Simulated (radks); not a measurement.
Results of a calculation; reference values are marked as such.
Problem. The mean radii <r> (bohr) of the occupied orbitals of an atom or ion are listed with their occupations. Code: a radial shooting solver on a logarithmic mesh with Libxc functionals. Model: Dirac Kohn-Sham, LDA (Slater exchange, Perdew-Wang correlation), spin-unpolarised, spherical densities, finite nucleus; Fermi nuclear charge, rms radius of each element as measured or else 0.836 A^(1/3) + 0.57 fm.

| orbital | occ. | <r> |
|---|---|---|
| 1s1/2 | 2 | 0.04415 |
| 2s1/2 | 2 | 0.1946 |
| 2p1/2 | 2 | 0.1674 |
| 2p3/2 | 4 | 0.1711 |
| 3s1/2 | 2 | 0.5050 |
| 3p1/2 | 2 | 0.4928 |
| 3p3/2 | 3 | 0.4991 |

Name the element and its charge. Open shells, if any, fill j = l - 1/2 first.

Solution. Z = 34, selenium, charge +17: Se17+ in [Ne] 3s2 3p5. The 1s radius gives Z: for a bare nucleus <r> = (2 gamma + 1)/(2Z) with gamma = sqrt(1 - (Z/c)^2), 0.0432 bohr for Z = 34, and screening makes it slightly larger (0.04415 here). The occupations add up to 17, and the charge is Z minus that.
